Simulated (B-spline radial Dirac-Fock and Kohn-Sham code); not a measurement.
**Isotope-shift constants of the inner levels of Tc**

System: the free technetium atom, [Kr] 4d5 5s2.

These are calculated numbers from an atomic code on a B-spline grid; the model is first-order field-shift and mass-shift constants from Dirac-Fock ground and hole states with a Fermi nucleus; the mass shift has no relativistic recoil terms. A binding energy shifts by δE = F·δ⟨r²⟩ + (K_N + K_S)·δ(1/M); F is taken for a change of radius at fixed skin thickness and so holds the higher radial moments.

```csv
level,F (meV/fm²),K_N (meV u),K_S (meV u)
K (1s),-36.46,-11580,5284
L1 (2s),-3.994,-1682,-170.1
L2 (2p1/2),0.2239,-1543,2013
L3 (2p3/2),0.2759,-1478,1842
M1 (3s),-0.7147,-307.7,-137.8
M2 (3p1/2),0.05744,-253.8,229.6
M3 (3p3/2),0.06787,-242.6,185.6
M4 (3d3/2),0.05831,-147.6,199.9
M5 (3d5/2),0.05749,-145.5,195.3
```
